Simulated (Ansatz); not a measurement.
Relaxation of BrFH₅HfNO₂ (11 atoms, charge 0, multiplicity 1), to a largest force component of 0.03 eV/Å in at most 50 steps.

The calculation used RKS PBE/def2-SVP in Ansatz 0.2.0.

```xyz
11
Properties=species:S:1:pos:R:3
Hf -0.147 0.044 0.026
F -0.005 0.097 1.995
N 1.734 0.054 -0.771
H 2.414 -0.708 -0.636
H 2.174 0.786 -1.341
O -0.976 1.671 -0.626
H -1.710 2.175 -1.003
O -1.141 -1.549 -0.449
H -1.346 -2.456 -0.711
Br 1.959 -2.721 1.800
H 1.258 -1.542 2.427
```

Where does it end, and by what steps?

The forces met the threshold. After 7 steps the energy has fallen by 0.085 eV; Br10 moved furthest, 0.35 Å.

| step | energy less start (eV) | largest force component (eV/Å) | accepted |
| --- | --- | --- | --- |
| 0 | 0.0000 | 0.950 | yes |
| 1 | -0.0597 | 0.194 | yes |
| 2 | -0.0745 | 0.073 | yes |
| 3 | -0.0813 | 0.141 | yes |
| 4 | -0.0834 | 0.049 | yes |
| 5 | -0.0845 | 0.058 | yes |
| 6 | -0.0849 | 0.059 | yes |
| 7 | -0.0851 | 0.011 | yes |

```xyz
11
Properties=species:S:1:pos:R:3
Hf -0.145 0.017 0.012
F 0.071 -0.083 1.977
N 1.712 0.016 -0.819
H 2.385 -0.747 -0.677
H 2.146 0.729 -1.415
O -0.967 1.683 -0.537
H -1.696 2.218 -0.878
O -1.158 -1.544 -0.528
H -1.329 -2.429 -0.876
Br 2.034 -2.581 2.112
H 1.160 -1.429 2.338
```

Whether the end is a true minimum wasn't checked by a vibrational analysis.

The run took 23 s on 4 threads of Arm Neoverse V1, on a shared host, peak memory 0.22 GiB.
